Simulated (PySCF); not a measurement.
# Quadrupolar nuclei of `C=CO[Si@H](S)SC=C` in NMR

Species: C4H8OS2Si.
Cartesian coordinates in Å at the GFN2-xTB level; atoms count from 1:
```xyz
16
C4H8OS2Si angstrom
C     -3.185    0.167    0.443
C     -2.567   -0.021   -0.707
O     -1.246   -0.228   -0.874
Si    -0.014   -0.220    0.174
S      0.160    1.719    1.106
S      1.579   -0.711   -1.162
C      3.025   -0.619   -0.174
C      3.122   -0.308    1.106
H     -4.247    0.318    0.476
H     -2.656    0.164    1.381
H     -3.087   -0.025   -1.656
H     -0.158   -1.212    1.229
H     -0.989    2.188    0.642
H      3.893   -0.863   -0.766
H      2.276   -0.052    1.719
H      4.085   -0.290    1.587
```

Computed at PBE0/pcSseg-1 (PySCF, non-relativistic):

| atom | environment | nucleus | spin I | Q (b) | CQ = χzz (MHz) | η |
| --- | --- | --- | --- | --- | --- | --- |
| O3 | silyl ether oxygen | 17O | 5/2 | -0.0256 | -9.600 | 0.114 |
| S5 | sulfur bonded to Si and H | 33S | 3/2 | -0.0678 | 33.102 | 0.770 |
| S6 | sulfur bonded to C and Si | 33S | 3/2 | -0.0678 | 31.100 | 0.978 |

Problem. Which field gradients stand behind these couplings (CQ in MHz = 234.96 × Q in b × Vzz in au)?

Solution. The tensor is traceless, so η fixes the two smaller values:

```
atom  Vxx (au)  Vyy (au)  Vzz (au)  Vzz (10²¹ V/m²)
  O3    -0.707    -0.889     1.596            15.51
  S5     0.239     1.839    -2.078           -20.19
  S6     0.021     1.931    -1.952           -18.97
```

Problem. PQ = |CQ|√(1 + η²/3), νQ = 3|CQ|/[2I(2I − 1)], ν0 = |g|·7.62259 MHz/T·B with g(17O) = −0.75752, g(33S) = 0.42921: values at 21.15 T?

Solution. 
```
atom  PQ (MHz)  νQ (MHz)  ν0 (MHz)  νQ/ν0
  O3     9.621     1.440    122.13  0.012
  S5     36.22     16.55     69.20  0.239
  S6     35.72     15.55     69.20  0.225
```

For O3: PQ = 9.600 × 1.0022, νQ = 9.600 × 0.1500, ν0 = 5.7742 MHz/T × 21.15 T.

Problem. Second-order quadrupolar shift of the central transition's centre of gravity (half-integer spins, νQ < ν0/10) at 21.15 and 23.5 T.

Solution. δ = −(3/40)(PQ/ν0)² [I(I + 1) − 3/4]/[I²(2I − 1)²], in ppm:

```csv
site,21.15 T,23.5 T
17O at O3,-37.2,-30.2
```

Problem. Take a correlation time of 1 ps, isotropic tumbling and extreme narrowing. What quadrupolar relaxation rates and linewidths follow?

Solution. Rate = (3π²/10) PQ² τc (2I + 3)/[I²(2I − 1)], the same for T1 and T2; width = rate/π.

```json
{"site": "17O at O3", "spin factor (2I + 3)/[I²(2I − 1)]": "0.320", "1/T1 (s⁻¹)": "87.7", "T1 (ms)": "11.4", "linewidth (Hz)": "27.9"}
{"site": "33S at S5", "spin factor (2I + 3)/[I²(2I − 1)]": "1.333", "1/T1 (s⁻¹)": "5180", "T1 (ms)": "0.193", "linewidth (Hz)": "1650"}
{"site": "33S at S6", "spin factor (2I + 3)/[I²(2I − 1)]": "1.333", "1/T1 (s⁻¹)": "5040", "T1 (ms)": "0.199", "linewidth (Hz)": "1600"}
```

The couplings are those of the rigid, isolated species; surroundings and motion change them. GFN2-xTB bond lengths can be off by several hundredths of an ångström, more for odd bonds, and the gradients follow them. These gradients aren't converged with respect to the basis.

The run behind these numbers computed NMR shieldings as well. Hardware: an Arm Neoverse V1 with one thread, shared host. Cost: 47 s (with the writing of density and orbital grids), 0.92 GiB resident at most.

One conformer stands for the species.
